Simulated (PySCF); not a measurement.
## A small calculation by hand: chemical shift, span and skew from a shielding tensor

C₃H₃Cl₂F, SMILES C1[C@H](C1(Cl)Cl)F. Atoms are numbered in the order given.

```xyz
9

F     -1.9448    -0.5258    -1.0232
C     -1.3817     0.0020     0.0876
C     -0.7737     1.3760    -0.0046
C      0.1105     0.1628     0.1314
Cl     1.0416    -0.3635    -1.2692
Cl     0.9173    -0.1128     1.6843
H     -1.8848    -0.3121     1.0082
H     -0.8586     2.0515     0.8503
H     -0.7855     1.8452    -0.9920
```

Geometry optimised at B3LYP-D3(BJ)/def2-SVP. The structure was generated by enumeration; whether it is a known compound was not checked.

GIAO shieldings from PBE/pcSseg-1 in PySCF, non-relativistic, no solvent. The symmetric part of the tensor of C2 has the principal values 51.9, 73.2, 169.9 ppm. The same nucleus in TMS has σ = 182.0 ppm at this level (PySCF, at its B3LYP-D3(BJ)/def2-TZVP geometry). Without spin–orbit terms, shifts of atoms bonded to Cl or Br come out too high.

**Question.** Work out the isotropic shielding, the ¹³C shift against TMS, the span and the skew.

**Answer.** 
σ(iso) = (σ11 + σ22 + σ33)/3 = 98.3 ppm. δ = σ(ref) − σ(iso) = 182.0 − (98.3) = 83.7 ppm.
Span Ω = σ33 − σ11 = 118.0 ppm. Skew κ = 3(σ(iso) − σ22)/Ω = 0.64. Tumbling in solution averages the tensor to δ; in a static solid the shielding alone would spread this spin-1/2 line over Ω.
